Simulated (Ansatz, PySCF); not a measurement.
Gas-phase reaction 0.5 R1 + 0.5 R2 → P1, each structure at its B3LYP-D3(BJ)/def2-TZVP stationary point, reached from a drawn start (curvature not checked).
P1: CH2F2 (SMILES FCF), charge 0, multiplicity 1.
R1, CF4 (SMILES FC(F)(F)F) (charge 0, multiplicity 1, Z-matrix in Å and degrees):
```
C
F 1 1.3260
F 1 1.3260 2 109.47
F 1 1.3260 2 109.47 3 -120.00
F 1 1.3260 2 109.47 4 -120.00
```
R2: CH4 (SMILES C), charge 0, multiplicity 1.

P less R. No zero-point or thermal terms.

Cores are frozen in the correlated methods.

The values were computed with Ansatz (a quantum-chemistry and plane-wave program) with Gaussian orbitals; PySCF for the D3/D4 terms. All values are computed, each at the level named.

Problem. One of these levels gives 14.87 kcal/mol for the reaction energy. Which one is it?
(A) r2SCAN-D3(BJ)/def2-TZVPP
(B) B3LYP/def2-TZVPP
(C) CCSD(T)/cc-pVDZ

Solution. C, CCSD(T)/cc-pVDZ. The others give 13.18 (r2SCAN-D3(BJ)/def2-TZVPP), 10.38 (B3LYP/def2-TZVPP)
